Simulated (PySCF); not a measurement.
# Assignment exercise: C₈H₁₂Si

Structure with atom numbers: `[CH2:1]=[CH:2][C:3]1=[CH:4][C:5]([CH3:6])=[CH:7][CH2:8][SiH2:9]1` (H(Xn): hydrogen on atom n). Ha(C1) is cis to C3; Hb(C1) is trans to C3.

Theoretical values (PySCF): structure optimised with GFN2-xTB, PBE0/pcSseg-1 with gauge-including orbitals. Isolated molecule, one conformer, relativity neglected, equivalent nuclei averaged.

References, each an isolated molecule treated in the same way: ¹³C and ¹H against TMS.

Question: Assign these signals to the numbered atoms. ¹³C{¹H} NMR (computed): δ 152.2 (CH), 151.6 (CH), 137.6 (C), 136.8 (C), 133.6 (CH), 122.4 (CH2), 28.5 (CH3), 9.2 (CH2).

Answer: 
152.2 → C4, alkene CH: as expected for a trigonal carbon in a double bond
151.6 → C2, alkene CH
137.6 → C5, fully substituted alkene carbon: as expected for a trigonal carbon in a double bond
136.8 → C3, fully substituted alkene carbon
133.6 → C7, alkene CH: as expected for a trigonal carbon in a double bond
122.4 → C1, terminal =CH2 carbon: an sp2 carbon of a C=C bond
28.5 → C6, allylic methyl carbon: aliphatic region, no heteroatom directly attached
9.2 → C8, allylic sp3 CH2 bonded to Si: an electropositive neighbour leaves it electron-rich and shielded

C4 and C2; C5 and C3 lie closer than the usual error of such a calculation, so a measured spectrum could show them in the other order.

Question: Assign these signals to the numbered atoms. ¹H NMR (600 MHz, computed): δ 6.81 (m, 1H), 6.67 (s, 1H), 6.09 (t, 1H), 5.49 (m, 1H), 5.34 (m, 1H), 4.62 (m, 2H), 1.90 (m, 2H), 1.88 (s, 3H).

Answer: 
| δ (ppm) | atoms | environment | reason |
| --- | --- | --- | --- |
| 6.81 | H(C2) | hydrogen on an alkene CH | a vinylic proton, deshielded by the sp2 carbon and the C=C anisotropy |
| 6.67 | H(C4) | hydrogen on an alkene CH | – |
| 6.09 | H(C7) | hydrogen on an alkene CH | – |
| 5.49 | Hb(C1) | hydrogen on a terminal =CH2 carbon | attached to an sp2 carbon and in the plane of the double bond |
| 5.34 | Ha(C1) | hydrogen on a terminal =CH2 carbon | – |
| 4.62 | H(Si9) | hydrogen on a silicon bonded to 2 C, in a 6-membered ring | – |
| 1.90 | H(C8) | hydrogen on an allylic sp3 CH2 bonded to Si | allylic position |
| 1.88 | H(C6) | hydrogen on an allylic methyl carbon | allylic position |

H(C8) and H(C6) lie closer than the usual error of such a calculation, so a measured spectrum could show them in the other order.

Shifts are as computed. Against solution values, carbons near 30 ppm lie about +3 ppm off and those near 130 ppm about +5 ppm. Of 1309 compounds with measured shifts, 239 miss one by over three times the rms of a fit or turn the order of signals round; such compounds aren't used in these exercises. No couplings were computed; multiplicities are counted from neighbouring protons, with m where these are inequivalent, close in shift, in a saturated or five-membered ring or joined by F or P, and br s for small geminal =CH2 splittings.
